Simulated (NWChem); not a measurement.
Si₂H₂, singlet; SMILES [Si]=[SiH2]

```xyz
4

Si     0.1711     0.9855     0.0000
Si    -0.2428    -1.1921     0.0000
H      1.5564     1.5798     0.0000
H     -0.8989     2.0468     0.0000
```
Atoms are numbered in this order, from 1.

Level: PBE-D3(BJ)/def2-SVP (NWChem), optimised geometry, unscaled harmonic frequencies. Low-valent species are run as closed-shell singlets; no triplet was tried in these runs.

### Question
List the harmonic frequencies with IR intensities, and the thermochemistry.

### Answer
```json
[
 {"frequency (cm⁻¹)": "205", "IR intensity (km/mol)": "19.4"},
 {"frequency (cm⁻¹)": "315", "IR intensity (km/mol)": "6.7"},
 {"frequency (cm⁻¹)": "518", "IR intensity (km/mol)": "15.8"},
 {"frequency (cm⁻¹)": "837", "IR intensity (km/mol)": "40.4"},
 {"frequency (cm⁻¹)": "2129", "IR intensity (km/mol)": "36.5"},
 {"frequency (cm⁻¹)": "2159", "IR intensity (km/mol)": "53.8"}
]
```

```
Property                                                                            Value
-----------------------------------------------------------------------  ----------------
zero-point energy                                                            8.8 kcal/mol
thermal correction to the enthalpy at 298.15 K (with zero-point energy)     11.9 kcal/mol
heat capacity Cv                                                         11.2 cal/(mol K)
entropy at 298.15 K and 1 atm (symmetry number 2)                        62.3 cal/(mol K)
dipole moment                                                                      0.21 D
```

Rigid rotor and harmonic oscillator.
